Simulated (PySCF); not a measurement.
methyltin triiodide (CH₃I₃Sn), SMILES [CH3][Sn]([I])([I])[I].

The structure is a stationary point at B3LYP-D3(BJ)/def2-SVP. The def2 effective core potentials stand for the cores of I, Sn; spin–orbit coupling is left out.

Two levels are set side by side: TDA-PBE/def2-SVPD (PySCF) and TDA-CAM-B3LYP/def2-SVPD (PySCF). Vertical, same geometry. The lowest singlet is HOMO→LUMO 100 % with PBE and HOMO→LUMO 96 % with the other functional; states are paired by order. Differences are taken from unrounded values.

```tsv
quantity	TDA-CAM-B3LYP
lowest singlet excitation (eV)	3.66
lowest triplet excitation (TDA) (eV)	3.31
```

Question: What does TDA-PBE give, and how far is it from TDA-CAM-B3LYP? (An estimate is asked for; the answer gives what the named calculation found.)

Answer: 
```csv
quantity,TDA-PBE,TDA-PBE minus TDA-CAM-B3LYP
lowest singlet excitation (eV),2.82,-0.85
lowest triplet excitation (TDA) (eV),2.57,-0.73
```

A lower first singlet is the usual sign of a functional without exact exchange. Differences between two approximate levels are no errors against the true value.

Rough cost on one machine, each run with all the roots and properties that it gave: TDA-CAM-B3LYP against TDA-PBE about 5 times.
